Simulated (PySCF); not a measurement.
**Orbital energies, ionisation energy and electron affinity**

C₈H₈S.
Geometry (PBE0-D3(BJ)/def2-SVP, Å), atoms numbered from 1 in this order:
```
atom  x, y, z in Å
C1     1.9741    0.3479    0.4217
C2     1.0893    0.2769   -0.7834
S3     1.6353    0.5156   -2.3137
C4    -0.3001   -0.0191   -0.5230
C5    -1.1746   -0.2994    0.7191
C6    -2.0802   -1.1797   -0.1146
C7    -2.3731    0.2950    0.0117
C8    -1.5239    0.5595   -1.2531
C9    -1.2359   -0.8913   -1.3773
H10    3.0091    0.5713    0.1380
H11    1.9387   -0.6075    0.9730
H12    1.6051    1.1230    1.1155
H13   -0.9491   -0.3456    1.7853
H14   -2.6752   -2.0422    0.1874
H15   -3.2415    0.8044    0.4306
H16   -1.4802    1.3533   -1.9999
H17   -0.9172   -1.4754   -2.2416
```

Level: B3LYP/def2-SVPD (PySCF). Frontier orbitals with their largest atomic shares (Löwdin; up to four atoms above 4 %):

| orbital | ε (eV) | main atoms |
| --- | --- | --- |
| HOMO−3 | -7.97 | S3 20 %, C5 17 %, C2 16 %, C6 10 % |
| HOMO−2 | -7.18 | C7 19 %, C6 19 %, C8 17 %, C9 17 % |
| HOMO−1 | -6.43 | S3 31 %, C4 16 %, C5 10 %, C2 9 % |
| HOMO | -5.88 | ? |
| LUMO | -1.93 | C2 36 %, S3 33 %, C9 6 %, C8 6 % |
| LUMO+1 | 0.38 | C1 15 %, H13 13 %, C5 11 %, S3 10 % |
| LUMO+2 | 0.63 | H15 12 %, H14 12 %, C6 12 %, C7 12 % |

**Question.** What vertical ionisation energy does ΔSCF give, and how far is −ε(HOMO) from it?

**Answer.** ΔSCF: 8.00 eV (772 kJ/mol; threshold wavelength 155 nm); ⟨S²⟩ of the doublet left behind is 0.756, against 0.75 for a pure doublet. −ε(HOMO) is 5.88 eV, 2.12 eV below it. In exact Kohn–Sham theory the two would be equal; B3LYP (global hybrid, 20 % exact exchange) falls short of its own ΔSCF value by 26 %. Holes in the HOMO−1 and HOMO−2 were tried too where these lie within 1.2 eV of the HOMO; the lowest converged state counts.

**Question.** On which atoms does the HOMO lie?

**Answer.** S3 (thiocarbonyl sulfur) 75 %, C2 (thiocarbonyl carbon) 12 %, C1 (methyl carbon) 4 %, so more than half of it is on one atom. The HOMO−1 lies 0.55 eV lower.

**Question.** And the vertical electron affinity, the fundamental gap, Mulliken's electronegativity and the hardness (with the factor ½)?

**Answer.** EA = 0.12 eV by ΔSCF (−ε(LUMO) = 1.93 eV). IE − EA = 7.88 eV against an orbital gap of 3.95 eV; (IE + EA)/2 = 4.06 eV; (IE − EA)/2 = 3.94 eV.

**Question.** How many of the 10 lowest singlet excitations (vertical TDDFT, same level) lie below the ionisation energy?

**Answer.** All 10; they run from 2.63 to 6.07 eV.

**Question.** What kinetic energy would electrons from this vertical process carry with Lyman-α light (10.199 eV)?

**Answer.** 10.20 − 8.00 = 2.20 eV.

**Question.** With α = 109.6 au, estimate the like-pair dispersion coefficient by London's formula C6 = (3/4)α²I.

**Answer.** I = 0.2939 Eh, so C6 ≈ 2650 au, a rough estimate.

**Question.** What total energies stand behind the ΔSCF value?

**Answer.** E(N) = -707.35899 Eh and E(N − 1) = -707.06510 Eh at the same geometry, 0.29389 Eh apart. With one more electron, E(N + 1) = -707.36352 Eh.

One conformer (not necessarily the lowest) at the PBE0-D3(BJ)/def2-SVP geometry, without solvent, vibrations or thermal averaging.

These values come from a run that also computed excited states and ΔSCF ions. Hardware: one thread, Arm Neoverse V1, on a shared host. Cost: 3.9 min wall.
